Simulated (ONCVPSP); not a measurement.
N (Z = 7): excitation energies, all-electron against ONCV

```
Element                 : N
Generator               : ONCVPSP 4.0.1
Type                    : optimised norm-conserving Vanderbilt (ONCV)
Functional              : PBE
Relativity              : scalar-relativistic
Frozen core             : [He]
Valence charge          : 5
Reference configuration : 2s1 2p4
Partial waves           : 2s: rc 1.05 bohr, ncon 4, nbas 7, qcut 4.9 1/bohr, 2 projectors, debl 3.2 Ha; 2p: rc 2.05 bohr, ncon 4, nbas 7, qcut 7.6 1/bohr, 1 projector; d scattering state at 0.12 Ha: rc 2.05 bohr, ncon 3, nbas 7, qcut 4.7 1/bohr, 2 projectors, debl 3.7 Ha
Local potential         : polynomial inside 1.00 bohr (lpopt 3, dvloc0 4 Ha)
Core correction         : Teter function fitted to the true core (icmod 2), fcfact 0.3
```

Energies are relative to the spin-unpolarised reference configuration 2s1 2p4; without spin polarisation the order of configurations can differ from experiment.

Q: Give the all-electron excitation energy and the error of the potential for: 2s2 2p3; 2s2 2p2; 2s2 2p1; 2s2 2p2.5.

A:

| valence configuration | charge | ΔE all-electron (eV) | error AE − PS (meV) |
| --- | --- | --- | --- |
| 2s2 2p3 | 0 | -11.507 | -4.4 |
| 2s2 2p2 | +1 | 2.084 | +137 |
| 2s2 2p1 | +2 | 30.937 | +680 |
| 2s2 2p2.5 | +0.5 | -6.414 | +40 |

Levels in the configuration 2s2 2p2:

```
level  all-electron (eV)  pseudo (eV)
   2s            -32.462      -32.315
   2p            -20.688      -20.417
```
